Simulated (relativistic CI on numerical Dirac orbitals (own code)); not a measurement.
Calculated at this level of theory: Dirac-Coulomb-Breit CI, orbitals from a KLI potential per configuration, model QED, unscaled Slater integrals (own radial code, finite nucleus).

Configurations in the expansion (outside the closed core 1s2): 2s2.2p5, 2s.2p6, 2p6.3s, 2p6.3p, 2p6.3d, 2s2.2p4.3s, 2s2.2p4.3p, 2s2.2p4.3d, 2s.2p5.3s, 2s.2p5.3p, 2s.2p5.3d, 2s2.2p4.4s, 2s2.2p4.4p, 2s2.2p4.4d, 2s2.2p4.4f, 2s.2p5.4s, 2s.2p5.4p, 2s2.2p3.3s2, 2s.2p5.4d, 2s.2p5.4f, 2s2.2p3.3s.3p, 2s2.2p4.5s, 2s2.2p4.5p, 2s2.2p4.5d, 2s2.2p4.5f, 2s2.2p4.5g, 2s2.2p3.3s.3d, 2s2.2p3.3p2, 2s2.2p3.3p.3d, 2s.2p4.3s2, 2s2.2p3.3d2, 2s.2p4.3s.3p, 2s.2p4.3s.3d, 2s.2p4.3p2, 2s.2p5.5s, 2s.2p5.5p. Levels of other configurations are missing.

At this charge energies of transitions that change n are usually good to better than 1 %, and those within a shell (Δn = 0) to a few per cent.

Outline of the computed level scheme of Ce L. Lowest level of each configuration: 2s2.2p5 2P°_3/2 at 0.00 eV; 2s.2p6 2S_1/2 at 798.27 eV; 2s2.2p4.3s 4P_5/2 at 5047.74 eV; 2s2.2p4.3p 4P°_3/2 at 5142.84 eV; 2s2.2p4.3d 4D_3/2 at 5378.40 eV; 2s.2p5.3s 4P°_5/2 at 5802.88 eV.

Some strong electric-dipole decays among the lowest 45 levels: 2s2.2p4.3d 2P_3/2 → 2s2.2p5 2P°_3/2 (6.2e+14 s⁻¹); 2s2.2p4.3d 2D_5/2 → 2s2.2p5 2P°_3/2 (5.3e+14 s⁻¹); 2s2.2p4.3d 2D_5/2 → 2s2.2p5 2P°_3/2 (4.1e+14 s⁻¹); 2s2.2p4.3d 2P_1/2 → 2s2.2p5 2P°_3/2 (3.0e+14 s⁻¹); 2s2.2p4.3d 4F_5/2 → 2s2.2p5 2P°_3/2 (2.0e+14 s⁻¹); 2s2.2p4.3d 4P_1/2 → 2s2.2p5 2P°_3/2 (7.8e+13 s⁻¹); 2s2.2p4.3s 2P_3/2 → 2s2.2p5 2P°_3/2 (7.4e+13 s⁻¹); 2s2.2p4.3s 2D_3/2 → 2s2.2p5 2P°_1/2 (5.1e+13 s⁻¹).

LS names give the leading component of a level, which can be under half, so a name can repeat, a term be missing and a line seem to break the LS rules.
